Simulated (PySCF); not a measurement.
PySCF job for C2H6ClGe, SMILES [CH3][Ge]([CH3])[Cl] (connectivity only; charge and spin as stated), charge +1, multiplicity 1, IEF-PCM-M06-2X/def2-SVP. Geometry: B3LYP-D3(BJ)/def2-SVP. The multiplicity is an assumed one; no other spin state was optimised. The isomer is the one that the SMILES or the coordinates give; other isomers of the formula were not compared.

```python
import numpy as np
from pyscf import gto, scf, dft
from pyscf.solvent import pcm

mol = gto.M(
    atom='''
    C    -1.57371329   -1.31465654    0.27571887
    Ge    0.03904067   -0.28623261    0.07825105
    C     1.86969846   -0.82679919    0.31093956
    Cl   -0.23770495    1.72370414   -0.47197472
    H    -1.42789648   -2.08723156    1.04595160
    H    -1.76874898   -1.80461035   -0.69538634
    H    -2.41193045   -0.64726152    0.52105558
    H     2.51570226   -0.23606477   -0.35445405
    H     2.14141360   -0.61339930    1.36050665
    H     1.96723191   -1.90622529    0.12191253
    ''',
    basis='def2-SVP',
    charge=1,
    spin=0,
    max_memory=1600,
    verbose=3,
)
mf = dft.RKS(mol, xc='m06-2x').density_fit(auxbasis='def2-universal-jkfit')
mf.grids.level = 4
mf.conv_tol = 1e-9
mf.max_cycle = 100
mf.kernel()
res = {}
for name, eps in {'water': 78.355, 'ethanol': 24.852, 'acetone': 20.493}.items():
    s = mf.PCM()
    s.with_solvent.method, s.with_solvent.eps, s.with_solvent.lebedev_order = 'IEF-PCM', eps, 29
    s.kernel(mf.make_rdm1())
    res[name] = (s.e_tot, eps, s.dip_moment(), s.mo_energy, s.converged)
    print(f'{name}: electrostatic solvation free energy {(s.e_tot - mf.e_tot) * 627.509474:.3f} kcal/mol')
```

It prints:

```
converged SCF energy = -2616.27565667439

WARN: PCM is an experimental feature. It is still in testing.
Features and APIs may be changed in the future.

converged SCF energy = -2616.36807818131

WARN: System has nonzero charge 1; the dipole moment is origin-dependent.
Location of origin: [0. 0. 0.]

Dipole moment(X, Y, Z, Debye):  0.57990, -4.15133,  1.13971
water: electrostatic solvation free energy -57.995 kcal/mol

WARN: PCM is an experimental feature. It is still in testing.
Features and APIs may be changed in the future.

converged SCF energy = -2616.36538995173

WARN: System has nonzero charge 1; the dipole moment is origin-dependent.
Location of origin: [0. 0. 0.]

Dipole moment(X, Y, Z, Debye):  0.57535, -4.11852,  1.13019
ethanol: electrostatic solvation free energy -56.308 kcal/mol

WARN: PCM is an experimental feature. It is still in testing.
Features and APIs may be changed in the future.

converged SCF energy = -2616.36455443818

WARN: System has nonzero charge 1; the dipole moment is origin-dependent.
Location of origin: [0. 0. 0.]

Dipole moment(X, Y, Z, Debye):  0.57396, -4.10853,  1.12730
acetone: electrostatic solvation free energy -55.784 kcal/mol
```

The calculation finished and met its thresholds.

Cost: roughly 2.2 core-minutes.
